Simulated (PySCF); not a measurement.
## Orbital picture of RbAs

r²SCANh at R = 3.295 Å; Rb def2-SVP with ECP28, As def2-SVP; scalar-relativistic core potentials (PySCF 2.14). State: ³Σ⁻ (triplet), unpaired electrons π ↑↑. Only the outer orbitals are listed, counted within each symmetry, core potentials removing the inner ones.

```
spin  orbital  occ.  ε (eV)  on Rb (%)            main shells (%)
   α       7σ     1  -34.65        100                   100 Rb s
   α       4π     1  -17.44        100                   100 Rb p
   α       4π     1  -17.44        100                   100 Rb p
   α       8σ     1  -17.28         99                    99 Rb p
   α       9σ     1  -13.31          2                    98 As s
   α       5π     1   -4.53          5                    95 As p
   α       5π     1   -4.53          5                    95 As p
   α      10σ     1   -3.80         11            89 As p, 9 Rb s
   α      11σ     0   -1.26         95           82 Rb s, 13 Rb p
   α       6π     0   -0.12         99           88 Rb p, 11 Rb d
   α       6π     0   -0.12         99           88 Rb p, 11 Rb d
   β       7σ     1  -34.65        100                   100 Rb s
   β       4π     1  -17.45        100                   100 Rb p
   β       4π     1  -17.45        100                   100 Rb p
   β       8σ     1  -17.28         99                    99 Rb p
   β       9σ     1  -10.96          3                    97 As s
   β      10σ     1   -3.11         25           74 As p, 24 Rb s
   β      11σ     0   -1.31         82  69 Rb s, 19 As p, 12 Rb p
   β       5π     0   -1.26         17           82 As p, 10 Rb p
   β       5π     0   -1.26         17           82 As p, 10 Rb p
```

**Question.** Which are the highest filled and the lowest empty level, where do they sit, and how wide is the gap?

**Answer.** Highest filled β 10σ at -3.11 eV (in %: 74 As p, 24 Rb s); lowest empty β 11σ at -1.31 eV (in %: 69 Rb s, 19 As p, 12 Rb p); the gap at r²SCANh is 1.80 eV.

The bond order (Mayer) is 0.83. The ⟨S²⟩ is 2.045. The charge on Rb (Mulliken, basis-dependent) is 0.50. The charge on Rb (Löwdin, basis-dependent) is 0.31 and the dipole moment (positive dipole means Rb(−)As(+)) is -9.27 D.

Spin–orbit coupling is left out. The state was picked by a PBE0 search and need not be the measured ground state.
